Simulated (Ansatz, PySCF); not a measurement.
The pair A = CH4 (SMILES C) (first 5 atoms), B = C2H2 (SMILES C#C); geometry from B3LYP-D3(BJ)/def2-TZVP.
(charge 0, multiplicity 1):
```xyz
9

C      0.00926     0.21161    -0.50701
H      0.16022     0.30764    -1.58108
H      0.96680     0.02278    -0.02335
H     -0.42018     1.13605    -0.12175
H     -0.66928    -0.61881    -0.31363
C      0.12252    -0.34976     4.41399
C     -0.14872    -0.18096     3.26044
H      0.36637    -0.50002     5.43731
H     -0.38836    -0.03135     2.23588
```

Cores are frozen in the correlated methods. MP2 and its Hartree–Fock in aug-cc-pVTZ are density fitted. Rows in 6-31G* carry no dispersion term and start afresh at each structure (6-31G* with six Cartesian d functions). MP2/6-31G* freezes PySCF's default core.

Codes used: Ansatz (a first-principles code) with Gaussian orbitals; PySCF for 6-31G* rows. 

Total energies (hartree), monomers frozen at their geometry in the pair:

```json
[
 {"structure": "AB", "MP2/6-31G*": "-117.3992462", "MP2/aug-cc-pVTZ": "-117.5796022", "CCSD(T)/aug-cc-pVTZ": "-117.6342986"},
 {"structure": "A in the pair's basis", "MP2/6-31G*": "-40.3328079", "MP2/aug-cc-pVTZ": "-40.4145640", "CCSD(T)/aug-cc-pVTZ": "-40.4410491"},
 {"structure": "B in the pair's basis", "MP2/6-31G*": "-77.0661812", "MP2/aug-cc-pVTZ": "-77.1639296", "CCSD(T)/aug-cc-pVTZ": "-77.1921545"},
 {"structure": "A", "MP2/6-31G*": "-40.3325435", "MP2/aug-cc-pVTZ": "-40.4144254", "CCSD(T)/aug-cc-pVTZ": "-40.4409229"},
 {"structure": "B", "MP2/6-31G*": "-77.0659525", "MP2/aug-cc-pVTZ": "-77.1636279", "CCSD(T)/aug-cc-pVTZ": "-77.1918637"}
]
```

Problem. Work out the interaction energy without and with the counterpoise correction, and the superposition error, for each level.

Solution. 
E(AB) − E(A) − E(B), times 627.509 kcal/mol, with the monomers in their own basis and then in the pair's basis:
- MP2/6-31G*: -0.47 uncorrected, -0.16 corrected; the monomers gain 0.31 kcal/mol from borrowed functions
- MP2/aug-cc-pVTZ: -0.97 uncorrected, -0.70 corrected; the monomers gain 0.28 kcal/mol from borrowed functions
- CCSD(T)/aug-cc-pVTZ: -0.95 uncorrected, -0.69 corrected; the monomers gain 0.26 kcal/mol from borrowed functions
